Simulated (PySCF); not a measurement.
CH3ClOSe, SMILES O(C)[Se]Cl. Geometry: PBE-D3(BJ)/def2-SVP. One conformer was computed; it need not be the lowest.

The numbers are results of PySCF with PBE-D3(BJ)/def2-SVP, not measurements.

Harmonic wavenumbers (cm⁻¹): 98, 136, 241, 319, 365, 598, 1006, 1118, 1134, 1387, 1395, 1422, 2943, 3034, 3067. Rotational constants (GHz): 5.287, 2.556, 1.833; symmetry number 1.

Task: Work out the zero-point energy and the ideal-gas rigid-rotor harmonic-oscillator thermochemistry at 298.15 K and 1 atm.

Result: ZPE = ½ Σ hcν = ½ × 18262 cm⁻¹ = 26.11 kcal/mol. H − E(el) = 30.30 kcal/mol. Entropy in cal/(mol K): translation 40.83, rotation 26.96, vibration 11.27, total 79.07. G − E(el) = 6.73 kcal/mol. Cp = 19.02 cal/(mol K). Modes under 150 cm⁻¹ make the vibrational entropy uncertain.
